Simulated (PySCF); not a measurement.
This PySCF input asks for the NMR shieldings of SMILES CN(C)C[SiH2][SiH2][SiH3], C3H15NSi3; the geometry comes from GFN2-xTB.

```python
import basis_set_exchange as bse
import numpy as np
from pyscf import gto, dft
from pyscf.prop import nmr

atoms = """
C    -1.650771   -0.777964    0.075917
N    -0.793992    0.351818    0.368218
C    -1.403364    1.197312    1.376352
C    -0.476940    1.102124   -0.839422
Si    0.699454    0.118475   -1.983727
Si    2.024441   -1.113582   -0.543068
Si    1.703713   -0.650530    1.700967
H    -1.160128   -1.441559   -0.634162
H    -1.839493   -1.332394    0.994729
H    -2.618410   -0.468601   -0.350255
H    -1.578030    0.613121    2.279100
H    -2.361153    1.626326    1.042959
H    -0.724292    2.012585    1.621086
H     0.034624    2.016589   -0.530435
H    -1.394347    1.420686   -1.360195
H    -0.124110   -0.642696   -2.939222
H     1.361622    1.122700   -2.830057
H     3.437770   -0.932393   -0.923648
H     1.815017   -2.548406   -0.817341
H     0.556528   -1.324639    2.307730
H     2.859762   -1.112781    2.490044
H     1.621689    0.783194    1.983283
"""
names = dict.fromkeys(["C", "N", "Si", "H"], "pcSseg-1")
basis = {el: gto.basis.parse(bse.get_basis(n, elements=[el], fmt="nwchem")) for el, n in names.items()}
mol = gto.M(atom=atoms, basis=basis, charge=0, verbose=0)
mf = dft.RKS(mol, xc="PBE0")
mf.grids.level = 2
mf.grids.alignment = dft.numint.BLKSIZE   # the property module wants whole blocks of grid points
mf.conv_tol = 1e-9
mf.kernel()

calc = nmr.RKS(mf)   # GIAO
C = mf.mo_coeff
Co = C[:, mf.mo_occ > 0]
resp = mf.gen_response(singlet=True, hermi=2)
def vind(x):   # induced exchange potential for any number of trial vectors
    d = np.einsum("pi,xij,qj->xpq", C, 2 * x.reshape(-1, C.shape[1], Co.shape[1]), Co, optimize=True)
    return np.einsum("xpq,pi,qj->xij", resp(d - d.transpose(0, 2, 1)), C, Co, optimize=True).ravel()
mo1, _ = nmr.rhf.solve_mo1(calc, with_cphf=vind)
sigma = calc.kernel(mo1)
for i, s in enumerate(sigma):   # ppm
    print("%2d %-2s %9.2f" % (i, mol.atom_pure_symbol(i), np.trace(s) / 3))
```

Task: What are the results?

Result: 
```
 0 C     140.66
 1 N     220.20
 2 C     135.20
 3 C     143.24
 4 Si    419.64
 5 Si    486.15
 6 Si    462.17
 7 H      29.59
 8 H      29.47
 9 H      30.11
10 H      29.38
11 H      29.79
12 H      29.39
13 H      29.74
14 H      29.90
15 H      27.62
16 H      27.74
17 H      28.42
18 H      28.34
19 H      28.30
20 H      28.04
21 H      28.30
```

These numbers come from an equivalent density-fitted implementation of the same equations, which agrees with the script to about 0.01 ppm for H and up to a few tenths of a ppm for heavy atoms, so last digits may differ.

Task: Turn these shieldings into chemical shifts. Referencing at the same level of theory: ¹³C (186.93 ppm), ²⁹Si (349.16 ppm), ¹H (31.72 ppm) vs TMS; ¹⁵N (267.73 ppm) vs NH3.

Result: Averaging equivalent atoms: C 0/2: 49.0; C 3: 43.7; N 1: 47.5; Si 4: -70.5; Si 6: -113.0; Si 5: -137.0; H 15/16: 4.04; H 19/20/21: 3.50; H 17/18: 3.33; H 7/8/9/10/11/12: 2.09; H 13/14: 1.90 ppm. Experimental scales use liquid or dissolved standards, which lie at an offset from isolated NH3 (liquid NH3: subtract about 20 ppm).

Size and cost of the density-fitted run: 215 basis functions, 71 s wall time on 1 thread of an Arm Neoverse N1, shared host; peak memory 1 GiB.
